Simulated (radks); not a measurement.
The numbers below are computed, except where a source is named.
Problem. Species: Ag+. Configuration: [Kr] 4d10. Level of theory: Dirac Kohn-Sham, PBE, spin-unpolarised, spherical densities, finite nucleus; Fermi nuclear charge, rms radius 4.5454 fm (a radial shooting solver on a logarithmic mesh with Libxc functionals). Some entries of the table are withheld. Estimate them.

orbital  occ.  eigenvalue (Ry)  <r> (bohr)  <1/r> (bohr^-1)
1s1/2       2        -1861.170     0.03111            49.44
2s1/2       2        -274.4666      0.1345            11.39
2p1/2       2        -255.1041      0.1141              (1)
2p3/2       4        -242.2177      0.1192              (2)
3s1/2       2              (3)      0.3683            3.983
3p1/2       2              (4)         (5)            3.889
3p3/2       4              (6)         (7)            3.722
3d3/2       4        -27.19360      0.3437            3.557
3d5/2       6        -26.73569      0.3472            3.514
4s1/2       2         -7.58596      0.9127            1.519
4p1/2       2              (8)         (9)            1.395
4p3/2       4             (10)        (11)            1.342
4d3/2       4         -1.17457       1.374           0.9897
4d5/2       6         -1.13295       1.396           0.9739

Solution. 
(1) 2p1/2 <1/r> (bohr^-1): 11.37
(2) 2p3/2 <1/r> (bohr^-1): 10.68
(3) 3s1/2 eigenvalue (Ry): -50.80754
(4) 3p1/2 eigenvalue (Ry): -43.10434
(5) 3p1/2 <r> (bohr): 0.3600
(6) 3p3/2 eigenvalue (Ry): -40.83025
(7) 3p3/2 <r> (bohr): 0.3709
(8) 4p1/2 eigenvalue (Ry): -5.16632
(9) 4p1/2 <r> (bohr): 0.9803
(10) 4p3/2 eigenvalue (Ry): -4.79344
(11) 4p3/2 <r> (bohr): 1.012
